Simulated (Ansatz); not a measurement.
One geometry of Ca₁₂O₁₂ (started as a model of: 2x2x6 CaO rock-salt block), several levels of theory.

```yaml
crystal:
  periodic: [false, false, false]
  atoms:
    - {symbol: Ca, position_ang: [-1.101147, -1.099442, -5.619775]}
    - {symbol: Ca, position_ang: [-1.165395, -1.162902, -1.135529]}
    - {symbol: Ca, position_ang: [-1.182687, -1.179632, 3.387819]}
    - {symbol: Ca, position_ang: [-1.178587, 1.182245, -3.387932]}
    - {symbol: Ca, position_ang: [-1.163398, 1.164802, 1.134881]}
    - {symbol: Ca, position_ang: [-1.101038, 1.102651, 5.619000]}
    - {symbol: Ca, position_ang: [1.180042, -1.181677, -3.387639]}
    - {symbol: Ca, position_ang: [1.162035, -1.165936, 1.135171]}
    - {symbol: Ca, position_ang: [1.099428, -1.102685, 5.619360]}
    - {symbol: Ca, position_ang: [1.104178, 1.101021, -5.618587]}
    - {symbol: Ca, position_ang: [1.165354, 1.162548, -1.134528]}
    - {symbol: Ca, position_ang: [1.181254, 1.179002, 3.387759]}
    - {symbol: O, position_ang: [-1.127760, -1.125784, -3.406193]}
    - {symbol: O, position_ang: [-1.117885, -1.115379, 1.126071]}
    - {symbol: O, position_ang: [-1.051758, -1.048681, 5.604504]}
    - {symbol: O, position_ang: [-1.047166, 1.051729, -5.604601]}
    - {symbol: O, position_ang: [-1.114946, 1.117033, -1.126425]}
    - {symbol: O, position_ang: [-1.126874, 1.128160, 3.405476]}
    - {symbol: O, position_ang: [1.050159, -1.050172, -5.604336]}
    - {symbol: O, position_ang: [1.114790, -1.117487, -1.126141]}
    - {symbol: O, position_ang: [1.125329, -1.128859, 3.405799]}
    - {symbol: O, position_ang: [1.129261, 1.126412, -3.405072]}
    - {symbol: O, position_ang: [1.116656, 1.114399, 1.126504]}
    - {symbol: O, position_ang: [1.050155, 1.048645, 5.604434]}
basis:
  gaussian: {orbitals: def2-TZVP, fitting: {mean_field: def2-universal-jkfit}, initial_orbitals: start.molden}
hamiltonian: {xc: pbe0, dispersion: d4}
scf: {omitted_lower_state_checks: [starts]}
output: {orbitals: {seedname: orbitals}}
```

The file start.molden holds the orbitals of an earlier run on this structure, at another level or in another basis.

```sh
$ ansatz run in.yaml --threads 4 --pin off --events-out ev --progress --plain --max-ram 46080MiB --backend cuda --devices 0, --max-vram 37GiB
```

Output, abridged:

```
Functional definition: PBE0
2844 factors; integrals over basis functions are off by at most 8.8e-1 eV
mean field evaluation 1: about -245778.4209 eV, gradient 3.3e2 eV
mean field evaluation 2: about -245791.3786 eV, gradient 1.2e1 eV
mean field evaluation 4: about -245791.9296 eV, gradient 8.5e-3 eV
mean field evaluation 8: about -245791.9564 eV, gradient 2.0e-5 eV
mean field -245791.95642843 eV, -9032.6877949730 hartree, gradient 1.9e-5 eV, S^2 0.000000; 0 other end points of the search recorded, 0 dependent functions left out
reference -245791.95650944 eV, -9032.6877979501 hartree; 168, 168 occupied and 636, 636 virtual orbitals, 2844 factors
Total energy: -245793.67381754 eV, -9032.7509078587 hartree
Checks for a lower state left out: starts
```

It took 4.4 s on 4 threads of AMD EPYC 7R13 on a shared host and a share (37 GiB) of an NVIDIA H100 80GB HBM3, peak host memory 1.2 GiB.

First input, but with `hamiltonian: {xc: r2scan, dispersion: d4}` (abridged; 5.5 s):

```
Functional definition: r2SCAN
mean field -245855.80651472 eV, -9035.0342423651 hartree, gradient 1.0e-5 eV, S^2 0.000000
Total energy: -245856.27310139 eV, -9035.0513891087 hartree
Checks for a lower state left out: starts
```

First input, but with `hamiltonian: {xc: {name: r2SCANh}, dispersion: d4}` (abridged; 6 s):

```
Functional definition: r2SCANh
mean field -245853.06906600 eV, -9034.9336429801 hartree, gradient 1.4e-5 eV, S^2 0.000000
Total energy: -245853.59737849 eV, -9034.9530581057 hartree
Checks for a lower state left out: starts
```

As the first input, with `gaussian: {orbitals: def2-SVP, fitting: {mean_field: def2-universal-jkfit}, initial_orbitals: start.molden}` (abridged; 3.2 s):

```
Functional definition: PBE0
mean field -245737.54607643 eV, -9030.6882514174 hartree, gradient 1.9e-5 eV, S^2 0.000000
Total energy: -245739.26347886 eV, -9030.7513647926 hartree
Checks for a lower state left out: starts
```

First input, but with `gaussian: {orbitals: def2-SVP, fitting: {mean_field: def2-universal-jkfit}, initial_orbitals: start.molden}`, `hamiltonian: {xc: pbe, dispersion: d4}` (abridged; 2.9 s):

```
Functional definition: PBE
mean field -245725.18680044 eV, -9030.2340564025 hartree, gradient 8.9e-6 eV, S^2 0.000000
Total energy: -245727.13283503 eV, -9030.3055718545 hartree
Checks for a lower state left out: starts
```

The first input with `gaussian: {orbitals: STO-3G}`, `hamiltonian: {xc: hf}` (abridged; 2 s):

```
Functional definition: HF
mean field -242894.70066182 eV, -8926.2156093806 hartree, gradient 1.7e-5 eV, S^2 0.000000
Total energy: -242894.70066182 eV, -8926.2156093806 hartree
Checks for a lower state left out: starts
```

The first input with `gaussian: {orbitals: def2-SVP, initial_orbitals: start.molden}`, `correlation: {method: mp2}` and without the key `hamiltonian` (abridged; 4.5 s):

```
Functional definition: HF
mean field -245426.37605019 eV, -9019.2529638718 hartree, gradient 3.3e-6 eV, S^2 0.000000
72 core orbitals not correlated: weight in the atoms' cores, before any rotation towards them, 1.000 or more for the frozen orbitals, at most 0.000 for the correlated occupied ones
second order -108.76108977 eV of doubles, -0.00000000 eV of singles
Total energy: -245535.13713996 eV, -9023.2498601998 hartree
Checks for a lower state left out: starts
```

Geometry: PBE-D4/def2-SVP.

Correlated methods freeze 72 core orbitals; core or outer-core shells of Ca are correlated, in sets that lack core-valence functions. Single mean-field runs in def2-SVP, def2-TZVP are fitted with def2-universal-jkfit. Another isomer (singlet) lies 1.16 eV lower at PBE0-D4/def2-TZVP; other spin states weren't run for this one.
